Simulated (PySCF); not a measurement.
How methods differ on the ionisation energy of Ru

Ru [Kr] 4d7 5s1 (5F) → Ru⁺ [Kr] 4d7 (4F), as a difference of total energies. Computed with PySCF 2.14 in def2-QZVPPD with the def2 core potential (28 electrons) (7s5p4d4f2g, 88 functions), with a scalar-relativistic core potential. Correlated levels: valence: 4s2 4p6 frozen. The calculations carry no spin-orbit coupling.

```csv
method,ionisation energy (eV)
UHF,6.322
MP2 (valence),7.194
SCS-MP2 (valence),6.926
CCSD (valence),7.137
CCSD(T) (valence),7.216
```

Q: How much does correlation contribute at CCSD(T) (valence)?

A: 7.216 − (6.322) = 0.894 eV, measured against UHF.

Errors of the correlated levels include the incompleteness of this basis and the frozen core.

For comparison: 7.365 eV (measured; NIST levels, between the centres of gravity of the two terms).
